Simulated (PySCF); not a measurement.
A side-by-side comparison of computed properties.

First species: [SbF6]- (charge -1).
Cartesian coordinates in Å at the PBE0-D3(BJ)/def2-SVP level; atoms count from 1:
```xyz
7
SbF6 angstrom
Sb     0.0000    0.0002    0.0003
F     -0.0179   -0.0110    1.9216
F      0.0174    0.0098   -1.9210
F      1.9214    0.0056    0.0159
F     -1.9213   -0.0050   -0.0153
F     -0.0046    1.9216    0.0063
F      0.0049   -1.9212   -0.0079
```

Second species: C4H15BN2.
Numbering: `[BH3-:1][N+:2]([CH3:3])([CH3:4])[CH2:5][CH2:6][NH2:7]` (hydrogens: H8, H9, H10 on B1; H11, H12, H13 on C3; H14, H15, H16 on C4; H17, H18 on C5; H19, H20 on C6; H21, H22 on N7)

Levels: wB97X-D/def2-SVPD for HOMO energy, LUMO energy, HOMO–LUMO gap and static isotropic polarisability; TDDFT wB97X-D/def2-SVPD for lowest singlet excitation; TDA wB97X-D/def2-SVPD for lowest triplet excitation (Tamm–Dancoff). Geometries: PBE0-D3(BJ)/def2-SVP. Each species is one conformer at its optimised geometry, gas phase (atoms past krypton carry core potentials, spin–orbit coupling is left out). Electronic properties by PySCF.

Dipoles, sizes and rotational constants follow the conformer. The torsions of the flexible species, by atom-mapped SMILES:
- `[BH3-:1][N+:2]([CH3:3])([CH3:4])[CH2:5][CH2:6][NH2:7]`: B1–N2–C5–C6 163°, N2–C5–C6–N7 60°, H–N7–C6–C5 -176°, H–N7–C6–C5 66°

| property | column X | column Y |
| --- | --- | --- |
| HOMO energy | -9.37 eV | -8.67 eV |
| LUMO energy | 1.92 eV | 3.71 eV |
| HOMO–LUMO gap | 11.29 eV | 12.38 eV |
| lowest singlet excitation | 6.70 eV | 7.19 eV |
| lowest triplet excitation (Tamm–Dancoff) | 6.50 eV | 6.84 eV |
| static isotropic polarisability | 85.0 au | 44.6 au |

Task: Which column belongs to which species?

Result: Column X is the second species and column Y the first. The first has 7 atoms and 106 electrons, the second 22 and 58; their charges are -1 and 0, their HOMO energies -8.67 eV and -9.37 eV.

Task: How does each property change from the first species to the second?

Result: HOMO energy -0.70 eV; LUMO energy -1.79 eV; HOMO–LUMO gap -1.09 eV; lowest singlet excitation -0.49 eV; lowest triplet excitation (Tamm–Dancoff) -0.34 eV; static isotropic polarisability +40.4 au.

On the first: The polarisability is 6.60 Å³ as a volume (1 au = 0.148185 Å³). No computed singlet falls in the visible range (750 to 380 nm, 1.65 to 3.26 eV); S1 lies 3.93 eV above its blue end. Atoms past krypton carry effective core potentials; spin–orbit coupling is left out.

On the second: No computed singlet falls in the visible range (750 to 380 nm, 1.65 to 3.26 eV); S1 lies 3.44 eV above its blue end. The 10 singlets span 6.70 to 8.87 eV, and their oscillator strengths add up to 0.29.
